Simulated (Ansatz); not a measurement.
Li₅Al₃. Total charge 0; singlet. Geometry r2SCAN-D4/def2-SVP.

Cartesian coordinates in Å:
```
Al 0.161 0.901 -1.609
Al -0.494 -1.620 -0.763
Al -0.349 0.382 0.890
Li 0.190 -1.161 -3.299
Li -0.826 1.309 3.233
Li 0.295 2.912 0.147
Li 2.068 -0.653 -0.411
Li -1.046 -2.072 1.813
```

The restricted singlet is unstable towards broken spin symmetry in Hartree–Fock (as tested in another run); at PBE-D4/def2-TZVP, BLYP-D4/def2-TZVP, r2SCAN-D4/def2-TZVP, B97M-V/def2-TZVP and others this wasn't settled. The structure comes from a short search, and lower isomers may exist.

(1) Estimate the orbital energies around the gap (eV) in Ansatz with PBE-D4/def2-TZVP, BLYP-D4/def2-TZVP, r2SCAN-D4/def2-TZVP, B97M-V/def2-TZVP, PBE0-D4/def2-TZVP.

## Answers

(1) 
```tsv
orbital	PBE-D4/def2-TZVP	BLYP-D4/def2-TZVP	r2SCAN-D4/def2-TZVP	B97M-V/def2-TZVP	PBE0-D4/def2-TZVP
HOMO−5	-6.00	-5.82	-6.13	-6.08	-6.97
HOMO−4	-5.87	-5.69	-5.97	-5.94	-6.81
HOMO−3	-3.70	-3.43	-3.74	-3.62	-4.21
HOMO−2	-3.51	-3.29	-3.52	-3.47	-4.07
HOMO−1	-3.01	-2.80	-2.99	-2.95	-3.50
HOMO	-2.87	-2.66	-2.85	-2.80	-3.39
LUMO	-1.86	-1.77	-1.68	-1.76	-1.36
LUMO+1	-1.82	-1.58	-1.51	-1.57	-1.24
LUMO+2	-1.64	-1.45	-1.49	-1.47	-1.12
LUMO+3	-1.60	-1.38	-1.40	-1.34	-1.01
LUMO+4	-1.18	-1.11	-0.78	-1.16	-0.64
LUMO+5	-1.03	-0.96	-0.72	-0.96	-0.50
```
